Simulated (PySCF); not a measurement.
FH7O2Si3, SMILES [SiH3]O[SiH](O[SiH3])F.

Coordinates come from a PBE0-D3(BJ)/def2-SVP optimisation. The values are those of a single conformer.

Two levels are set side by side: TDDFT-PBE/def2-SVPD (PySCF) and TDDFT-M06-2X/def2-SVPD (PySCF). Vertical, same geometry. The lowest singlet is HOMO→LUMO 99 % with PBE and HOMO→LUMO 71 % with the other functional; states are paired by order. Differences are taken from unrounded values.

```json
[
 {"quantity": "lowest singlet excitation (eV)", "TDDFT-M06-2X": "7.74"},
 {"quantity": "lowest triplet excitation (TDA) (eV)", "TDDFT-M06-2X": "7.39"}
]
```

What does TDDFT-PBE give, and how far is it from TDDFT-M06-2X? (The exact figures need the calculation; the answer reports its results.)


```tsv
quantity	TDDFT-PBE	TDDFT-PBE minus TDDFT-M06-2X
lowest singlet excitation (eV)	6.53	-1.20
lowest triplet excitation (TDA) (eV)	6.33	-1.05
```

Functionals without exact exchange tend to place singlet excitations lower, as here. Differences between two approximate levels are no errors against the true value.

Rough cost on one machine, each run with all the roots and properties that it gave: TDDFT-M06-2X against TDDFT-PBE about 20 times.
